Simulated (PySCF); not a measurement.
C$_{3}$H$_{8}$In, charge +1, singlet, at a GFN2-xTB geometry (such geometries of metal compounds can be far from the true shape) (all electrons, no relativity); CASCI(6,4)/STO-3G run with PySCF.

The PySCF input:
```python
from pyscf import gto, scf, mcscf
import numpy

mol = gto.M(
    atom='''
In   -0.143255    0.167411    0.291002
C    -1.083275    1.901021    1.505086
H    -1.500937    1.458174    2.408506
H    -1.852433    2.347435    0.875920
H    -0.279516    2.601819    1.728231
C     0.819210   -1.671130   -0.887100
C     1.134403   -1.316500   -2.309954
H     0.049352   -2.438405   -0.785902
H     1.701391   -1.895270   -0.284544
H     1.870525   -0.512870   -2.382035
H     0.240185   -1.046875   -2.876297
H     1.568876   -2.197511   -2.791174
''',
    basis='sto-3g',
    charge=1,
    spin=0,
    verbose=4,
)

mf = scf.RHF(mol)
mf.kernel()
mc = mcscf.CASCI(mf, 4, 6)
mc.fix_spin_(ss=0.0)
mc.kernel()
occ = numpy.linalg.eigvalsh(mc.fcisolver.make_rdm1(mc.ci, mc.ncas, mc.nelecas))[::-1]
ss = mc.fcisolver.spin_square(mc.ci, mc.ncas, mc.nelecas)[0]
print('natural occupations', occ.round(4), ' <S^2>', round(ss, 4))
```

Q: What does PySCF print? Leave out banner, timings and long lists.

A: 
```
PySCF version 2.14.0

[INPUT] verbose = 4
[INPUT] num. atoms = 12
[INPUT] num. electrons = 74
[INPUT] charge = 1
[INPUT] spin (= nelec alpha-beta = 2S) = 0
[INPUT] symmetry False subgroup None
[INPUT] Mole.unit = angstrom
[INPUT] Symbol           X                Y                Z      unit          X                Y                Z       unit  Magmom
[INPUT]  1 In    -0.143255000000   0.167411000000   0.291002000000 AA   -0.270712715975   0.316360940240   0.549914081701 Bohr   0.0
[INPUT]  2 C     -1.083275000000   1.901021000000   1.505086000000 AA   -2.047093067588   3.592409047047   2.844200333917 Bohr   0.0
[INPUT]  3 H     -1.500937000000   1.458174000000   2.408506000000 AA   -2.836359860226   2.755549501962   4.551416709372 Bohr   0.0
[INPUT]  4 H     -1.852433000000   2.347435000000   0.875920000000 AA   -3.500591034106   4.436009245218   1.655248907029 Bohr   0.0
[INPUT]  5 H     -0.279516000000   2.601819000000   1.728231000000 AA   -0.528208687434   4.916725335690   3.265883269983 Bohr   0.0
[INPUT]  6 C      0.819210000000  -1.671130000000  -0.887100000000 AA    1.548082538505  -3.157978018544  -1.676376045102 Bohr   0.0
[INPUT]  7 C      1.134403000000  -1.316500000000  -2.309954000000 AA    2.143710984885  -2.487824442990  -4.365180420344 Bohr   0.0
[INPUT]  8 H      0.049352000000  -2.438405000000  -0.785902000000 AA    0.093261763700  -4.607917630770  -1.485139540748 Bohr   0.0
[INPUT]  9 H      1.701391000000  -1.895270000000  -0.284544000000 AA    3.215163020800  -3.581541232104  -0.537710230388 Bohr   0.0
[INPUT] 10 H      1.870525000000  -0.512870000000  -2.382035000000 AA    3.534779959152  -0.969183837506  -4.501393769128 Bohr   0.0
[INPUT] 11 H      0.240185000000  -1.046875000000  -2.876297000000 AA    0.453883869229  -1.978307036654  -5.435413582908 Bohr   0.0
[INPUT] 12 H      1.568876000000  -2.197511000000  -2.791174000000 AA    2.964745963403  -4.152693945719  -5.274554426007 Bohr   0.0

nuclear repulsion = 309.178836460658
number of shells = 28
number of NR pGTOs = 150
number of NR cGTOs = 50
basis = sto-3g
ecp = {}

******** <class 'pyscf.scf.hf.RHF'> ********
method = RHF
initial guess = minao
damping factor = 0
level_shift factor = 0
DIIS = <class 'pyscf.scf.diis.CDIIS'>
diis_start_cycle = 1
diis_space = 8
diis_damp = 0
SCF conv_tol = 1e-09
SCF conv_tol_grad = None
SCF max_cycles = 50
direct_scf = True
direct_scf_tol = 1e-13
Set gradient conv threshold to 3.16228e-05
Initial guess from minao.
init E= -5784.22233551434
  HOMO = -0.449907666836948  LUMO = -0.235118431459285  gap/eV = 5.84471
cycle= 1 E= -5799.50814166771  delta_E= -15.3  |g|= 0.369  |ddm|= 3.77
  HOMO = -0.446384159145121  LUMO = 0.0108889919572583  gap/eV = 12.44304
cycle= 2 E= -5799.5862754873  delta_E= -0.0781  |g|= 0.109  |ddm|= 0.873
  HOMO = -0.454832179953657  LUMO = -0.00996478102816734  gap/eV = 12.10546
cycle= 3 E= -5799.59138242108  delta_E= -0.00511  |g|= 0.0284  |ddm|= 0.201
  HOMO = -0.471181088742112  LUMO = -0.0169353455044097  gap/eV = 12.36066
cycle= 4 E= -5799.59197562922  delta_E= -0.000593  |g|= 0.00791  |ddm|= 0.0794
  HOMO = -0.471318519394299  LUMO = -0.0176314530444603  gap/eV = 12.34545
cycle= 5 E= -5799.59201174211  delta_E= -3.61e-05  |g|= 0.00155  |ddm|= 0.0189
  HOMO = -0.471356029236456  LUMO = -0.0178280906757559  gap/eV = 12.34112
cycle= 6 E= -5799.59201352915  delta_E= -1.79e-06  |g|= 0.000571  |ddm|= 0.00408
  HOMO = -0.471409971199244  LUMO = -0.0179041895458366  gap/eV = 12.34052
cycle= 7 E= -5799.59201376069  delta_E= -2.32e-07  |g|= 9.31e-05  |ddm|= 0.00162
  HOMO = -0.471406505763716  LUMO = -0.0179166082923813  gap/eV = 12.34009
cycle= 8 E= -5799.59201376823  delta_E= -7.54e-09  |g|= 2.92e-05  |ddm|= 0.000281
  HOMO = -0.471403692689954  LUMO = -0.0179180135344522  gap/eV = 12.33997
cycle= 9 E= -5799.59201376892  delta_E= -6.84e-10  |g|= 4.98e-06  |ddm|= 8.22e-05
  HOMO = -0.471403166220709  LUMO = -0.0179176079623007  gap/eV = 12.33997
Extra cycle  E= -5799.59201376894  delta_E= -2.18e-11  |g|= 1.88e-06  |ddm|= 1.01e-05
converged SCF energy = -5799.59201376894

******** <class 'pyscf.mcscf.casci.CASCI'> ********
CAS (3e+3e, 4o), ncore = 34, nvir = 12
natorb = False
canonicalization = True
sorting_mo_energy = False
******** <class 'pyscf.fci.addons.SpinPenaltyFCISolver'> ********
max. cycles = 200
conv_tol = 1e-08
davidson only = True
linear dependence = 1e-12
level shift = 0.001
max iter space = 12
nroots = 1
pspace_size = 400
spin = None
Density matrix diagonal elements [1.99999999 1.99204113 1.99940508 0.00855379]
CASCI converged
CASCI E = -5799.59502228670  E(CI) = -6.78671707873946  S^2 = 0.0000000
natural occupations [2.     2.     1.9915 0.0085]  <S^2> 0.0
```
